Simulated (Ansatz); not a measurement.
Input for Ansatz (a program for electronic structure): U-B3LYP-D3(BJ)/def2-TZVP on H6MoO3 (SMILES [OH][MoH3]([OH])[OH]), 2S+1 = 5, a spin state set in the input, which need not be the lowest. Elements past Kr take the def2 small-core potentials; no spin–orbit coupling.

Ansatz 0.2 input:
```yaml
crystal:
  periodic: [false, false, false]
  atoms:
    - {symbol: Mo, position_ang: [0.16994921, -0.18885018, 0.10743449]}
    - {symbol: O, position_ang: [-1.62042367, -0.48368683, -0.02436586]}
    - {symbol: H, position_ang: [-2.46289426, -0.78619139, 0.05501174]}
    - {symbol: O, position_ang: [0.10368100, 1.44599368, 0.83707548]}
    - {symbol: H, position_ang: [0.26281657, 2.16038128, 1.37782993]}
    - {symbol: O, position_ang: [0.48061213, 0.21413142, -1.58710463]}
    - {symbol: H, position_ang: [0.71815109, 0.29241849, -2.53486940]}
    - {symbol: H, position_ang: [0.34859635, -1.81669786, -0.34944943]}
    - {symbol: H, position_ang: [0.09077004, -0.79617724, 1.55442961]}
    - {symbol: H, position_ang: [1.78205228, -0.17704004, 0.32953236]}
basis:
  gaussian:
    orbitals: def2-TZVP
hamiltonian:
  xc: b3lyp
  dispersion: d3bj
magnetization: {spin_polarized: true, initial_magnetization: 4}
relax: {f_tol: 0.005, max_steps: 120}
```

The log:

```
WARN ansatz: RAYON_NUM_THREADS=4 ignored (pool sized by the plan → 4); use --threads N
Functional definition: B3LYP
integrals: 0.08 GiB planned
1088 factors; their error is unknown
mean field: 0.99 GiB planned
mean field evaluation 1: about -8075.7881 eV, gradient 6.8e1 eV
mean field evaluation 2: about -7987.4669 eV, gradient 1.6e2 eV
mean field evaluation 4: about -8089.5739 eV, gradient 1.7e1 eV
mean field evaluation 8: about -8090.5706 eV, gradient 3.4e-1 eV
mean field evaluation 16: about -8090.6380 eV, gradient 2.0e-2 eV
mean field evaluation 32: about -8090.6381 eV, gradient 3.9e-4 eV
mean field evaluation 64: about -8090.4045 eV, gradient 1.6e0 eV
mean field -8090.63814255 eV, -297.3254677071 hartree, gradient 1.6e-5 eV, S^2 6.017530; 6 other end points of the search recorded, 0 dependent functions left out
the calculation of the forces begins
reference -8090.63847477 eV, -297.3254799161 hartree; 24, 20 occupied and 145, 149 virtual orbitals, 1088 factors
relax step   1: F+E_penalty+E_count = -8091.00692947 eV  Δ(F+E_penalty+E_count) = +0.000e0 eV  max|allowed force component| = 6.374e0 eV/Å  Δτ_max = 0.0000 Å  (158 SCF iters, accepted)
these checks for a lower state are left out or cut short: starts, cluster_reference, orbital_swaps, neighbouring_geometries, increment
integrals: 0.08 GiB planned
1088 factors; their error is unknown
mean field: 0.97 GiB planned
mean field -8093.27837008 eV, -297.4224942792 hartree, gradient 2.7e-5 eV, S^2 6.019373; 0 other end points of the search recorded, 0 dependent functions left out
the calculation of the forces begins
reference -8093.27870723 eV, -297.4225066693 hartree; 24, 20 occupied and 145, 149 virtual orbitals, 1088 factors
relax step   2: F+E_penalty+E_count = -8093.63393332 eV  Δ(F+E_penalty+E_count) = -2.627e0 eV  max|allowed force component| = 1.260e0 eV/Å  Δτ_max = 0.1945 Å  (90 SCF iters, accepted)
these checks for a lower state are left out or cut short: starts, cluster_reference, orbital_swaps, neighbouring_geometries, increment
integrals: 0.08 GiB planned
1088 factors; their error is unknown
mean field: 0.96 GiB planned
mean field -8093.91399860 eV, -297.4458531967 hartree, gradient 3.0e-5 eV, S^2 6.018900; 0 other end points of the search recorded, 0 dependent functions left out
the calculation of the forces begins
reference -8093.91433562 eV, -297.4458655820 hartree; 24, 20 occupied and 145, 149 virtual orbitals, 1088 factors
relax step   3: F+E_penalty+E_count = -8094.26770570 eV  Δ(F+E_penalty+E_count) = -6.338e-1 eV  max|allowed force component| = 8.632e-1 eV/Å  Δτ_max = 0.1950 Å  (62 SCF iters, accepted)
these checks for a lower state are left out or cut short: starts, cluster_reference, orbital_swaps, neighbouring_geometries, increment
integrals: 0.08 GiB planned
1088 factors; their error is unknown
mean field: 0.96 GiB planned
mean field -8094.34512535 eV, -297.4616968124 hartree, gradient 2.7e-5 eV, S^2 6.017667; 0 other end points of the search recorded, 0 dependent functions left out
the calculation of the forces begins
reference -8094.34546091 eV, -297.4617091440 hartree; 24, 20 occupied and 145, 149 virtual orbitals, 1088 factors
relax step   4: F+E_penalty+E_count = -8094.69733237 eV  Δ(F+E_penalty+E_count) = -4.296e-1 eV  max|allowed force component| = 1.193e0 eV/Å  Δτ_max = 0.1951 Å  (56 SCF iters, accepted)
these checks for a lower state are left out or cut short: starts, cluster_reference, orbital_swaps, neighbouring_geometries, increment
integrals: 0.08 GiB planned
1088 factors; their error is unknown
mean field: 0.96 GiB planned
mean field evaluation 96: about -8094.7438 eV, gradient 6.1e-1 eV
mean field -8094.82554744 eV, -297.4793519987 hartree, gradient 2.0e-5 eV, S^2 6.015957; 0 other end points of the search recorded, 0 dependent functions left out
the calculation of the forces begins
reference -8094.82588140 eV, -297.4793642714 hartree; 24, 20 occupied and 145, 149 virtual orbitals, 1088 factors
relax step   5: F+E_penalty+E_count = -8095.17584327 eV  Δ(F+E_penalty+E_count) = -4.785e-1 eV  max|allowed force component| = 2.044e0 eV/Å  Δτ_max = 0.1992 Å  (52 SCF iters, accepted)
these checks for a lower state are left out or cut short: starts, cluster_reference, orbital_swaps, neighbouring_geometries, increment
integrals: 0.08 GiB planned
1088 factors; their error is unknown
mean field: 0.95 GiB planned
mean field -8095.41750758 eV, -297.5011061326 hartree, gradient 1.7e-5 eV, S^2 6.013528; 0 other end 
[...]
0 other end points of the search recorded, 0 dependent functions left out
the calculation of the forces begins
reference -8098.72330047 eV, -297.6225917806 hartree; 24, 20 occupied and 145, 149 virtual orbitals, 1088 factors
relax step  60: F+E_penalty+E_count = -8099.06301669 eV  Δ(F+E_penalty+E_count) = +1.046e-3 eV  max|allowed force component| = 1.380e-1 eV/Å  Δτ_max = 0.0849 Å  (37 SCF iters, rejected (line search))
these checks for a lower state are left out or cut short: starts, cluster_reference, orbital_swaps, neighbouring_geometries, increment
integrals: 0.08 GiB planned
1088 factors; their error is unknown
mean field: 0.94 GiB planned
mean field evaluation 512: about -8098.7266 eV, gradient 2.4e-5 eV
mean field -8098.72664750 eV, -297.6227147814 hartree, gradient 2.4e-5 eV, S^2 6.007182; 0 other end points of the search recorded, 0 dependent functions left out
the calculation of the forces begins
reference -8098.72695929 eV, -297.6227262395 hartree; 24, 20 occupied and 145, 149 virtual orbitals, 1088 factors
relax step  61: F+E_penalty+E_count = -8099.06570559 eV  Δ(F+E_penalty+E_count) = -1.643e-3 eV  max|allowed force component| = 8.631e-2 eV/Å  Δτ_max = 0.0415 Å  (36 SCF iters, accepted)
these checks for a lower state are left out or cut short: starts, cluster_reference, orbital_swaps, neighbouring_geometries, increment
integrals: 0.08 GiB planned
1088 factors; their error is unknown
mean field: 0.94 GiB planned
mean field -8098.72686855 eV, -297.6227229050 hartree, gradient 1.9e-5 eV, S^2 6.007148; 0 other end points of the search recorded, 0 dependent functions left out
the calculation of the forces begins
reference -8098.72718075 eV, -297.6227343780 hartree; 24, 20 occupied and 145, 149 virtual orbitals, 1088 factors
relax step  62: F+E_penalty+E_count = -8099.06597242 eV  Δ(F+E_penalty+E_count) = -2.668e-4 eV  max|allowed force component| = 1.043e-1 eV/Å  Δτ_max = 0.0500 Å  (38 SCF iters, accepted)
these checks for a lower state are left out or cut short: starts, cluster_reference, orbital_swaps, neighbouring_geometries, increment
integrals: 0.08 GiB planned
1088 factors; their error is unknown
mean field: 0.94 GiB planned
mean field -8098.72755772 eV, -297.6227482314 hartree, gradient 2.4e-5 eV, S^2 6.007186; 0 other end points of the search recorded, 0 dependent functions left out
the calculation of the forces begins
reference -8098.72787000 eV, -297.6227597075 hartree; 24, 20 occupied and 145, 149 virtual orbitals, 1088 factors
relax step  63: F+E_penalty+E_count = -8099.06671044 eV  Δ(F+E_penalty+E_count) = -7.380e-4 eV  max|allowed force component| = 3.814e-2 eV/Å  Δτ_max = 0.0190 Å  (37 SCF iters, accepted)
these checks for a lower state are left out or cut short: starts, cluster_reference, orbital_swaps, neighbouring_geometries, increment
integrals: 0.08 GiB planned
1088 factors; their error is unknown
mean field: 0.94 GiB planned
mean field -8098.72772932 eV, -297.6227545378 hartree, gradient 2.1e-5 eV, S^2 6.007208; 0 other end points of the search recorded, 0 dependent functions left out
the calculation of the forces begins
reference -8098.72804177 eV, -297.6227660199 hartree; 24, 20 occupied and 145, 149 virtual orbitals, 1088 factors
relax step  64: F+E_penalty+E_count = -8099.06678228 eV  Δ(F+E_penalty+E_count) = -7.184e-5 eV  max|allowed force component| = 2.905e-2 eV/Å  Δτ_max = 0.0145 Å  (37 SCF iters, accepted)
these checks for a lower state are left out or cut short: starts, cluster_reference, orbital_swaps, neighbouring_geometries, increment
integrals: 0.08 GiB planned
1088 factors; their error is unknown
mean field: 0.94 GiB planned
mean field -8098.72788243 eV, -297.6227601644 hartree, gradient 1.9e-5 eV, S^2 6.007217; 0 other end points of the search recorded, 0 dependent functions left out
the calculation of the forces begins
reference -8098.72819490 eV, -297.6227716473 hartree; 24, 20 occupied and 145, 149 virtual orbitals, 1088 factors
relax step  65: F+E_penalty+E_count = -8099.06691389 eV  Δ(F+E_penalty+E_count) = -1.316e-4 eV  max|allowed force component| = 8.797e-3 eV/Å  Δτ_max = 0.0044 Å  (38 SCF iters, accepted)
these checks for a lower state are left out or cut short: starts, cluster_reference, orbital_swaps, neighbouring_geometries, increment
integrals: 0.08 GiB planned
1088 factors; their error is unknown
mean field: 0.94 GiB planned
mean field evaluation 544: about -8098.7277 eV, gradient 3.0e-1 eV
mean field -8098.72790890 eV, -297.6227611373 hartree, gradient 1.9e-5 eV, S^2 6.007228; 0 other end points of the search recorded, 0 dependent functions left out
the calculation of the forces begins
reference -8098.72822142 eV, -297.6227726219 hartree; 24, 20 occupied and 145, 149 virtual orbitals, 1088 factors
relax step  66: F+E_penalty+E_count = -8099.06694249 eV  Δ(F+E_penalty+E_count) = -2.860e-5 eV  max|allowed force component| = 6.377e-3 eV/Å  Δτ_max = 0.0069 Å  (38 SCF iters, accepted)
these checks for a lower state are left out or cut short: starts, cluster_reference, orbital_swaps, neighbouring_geometries, increment
integrals: 0.08 GiB planned
1088 factors; their error is unknown
mean field: 0.94 GiB planned
mean field -8098.72790541 eV, -297.6227610090 hartree, gradient 1.9e-5 eV, S^2 6.007240; 0 other end points of the search recorded, 0 dependent functions left out
the calculation of the forces begins
reference -8098.72821799 eV, -297.6227724961 hartree; 24, 20 occupied and 145, 149 virtual orbitals, 1088 factors
relax step  67: F+E_penalty+E_count = -8099.06695894 eV  Δ(F+E_penalty+E_count) = -1.645e-5 eV  max|allowed force component| = 6.157e-3 eV/Å  Δτ_max = 0.0052 Å  (38 SCF iters, accepted)
these checks for a lower state are left out or cut short: starts, cluster_reference, orbital_swaps, neighbouring_geometries, increment
integrals: 0.08 GiB planned
1088 factors; their error is unknown
mean field: 0.94 GiB planned
mean field -8098.72789718 eV, -297.6227607063 hartree, gradient 1.8e-5 eV, S^2 6.007244; 0 other end points of the search recorded, 0 dependent functions left out
the calculation of the forces begins
reference -8098.72820979 eV, -297.6227721947 hartree; 24, 20 occupied and 145, 149 virtual orbitals, 1088 factors
relax step  68: F+E_penalty+E_count = -8099.06696384 eV  Δ(F+E_penalty+E_count) = -4.898e-6 eV  max|allowed force component| = 2.057e-3 eV/Å  Δτ_max = 0.0026 Å  (38 SCF iters, accepted)
integrals: 0.08 GiB planned
1088 factors; their error is unknown
mean field: 0.94 GiB planned
mean field evaluation 576: about -8098.7279 eV, gradient 8.4e-2 eV
mean field -8098.72789717 eV, -297.6227607062 hartree, gradient 7.5e-5 eV, S^2 6.007244; 1 other end points of the search recorded, 0 dependent functions left out
the calculation of the forces begins
reference -8098.72820979 eV, -297.6227721947 hartree; 24, 20 occupied and 145, 149 virtual orbitals, 1088 factors
Total energy: -8099.06727645 eV, -297.6352326647 hartree
Atom 0 at    -0.271018    -0.297384    -0.036647 Å, force     0.001158     0.000574    -0.000410 eV/Å
Atom 1 at    -2.066479    -0.561375     0.736075 Å, force     0.001062     0.002057     0.000841 eV/Å
Atom 2 at    -2.346810    -0.027047     1.485211 Å, force    -0.000579    -0.001239    -0.000795 eV/Å
Atom 3 at     0.122873     1.609657     0.378313 Å, force    -0.000051    -0.000615     0.000050 eV/Å
Atom 4 at    -0.564083     2.225542     0.644218 Å, force    -0.001372     0.000474     0.000524 eV/Å
Atom 5 at     1.757032     0.276119    -1.018117 Å, force    -0.000472    -0.000188     0.000119 eV/Å
Atom 6 at     2.589321    -0.052170    -0.660819 Å, force     0.000154     0.000108    -0.000188 eV/Å
Atom 7 at    -0.562230    -2.142773    -0.910780 Å, force    -0.000064    -0.000232     0.000592 eV/Å
Atom 8 at    -0.410614    -2.353054    -0.177964 Å, force    -0.000047     0.000202    -0.000556 eV/Å
Atom 9 at     1.625317     1.186767    -0.673967 Å, force     0.000211    -0.001141    -0.000176 eV/Å
Dipole moment:     0.632091    -0.049160    -0.016068 e Å
```

The run converged.

Cost: around 17 core-minutes (rough).
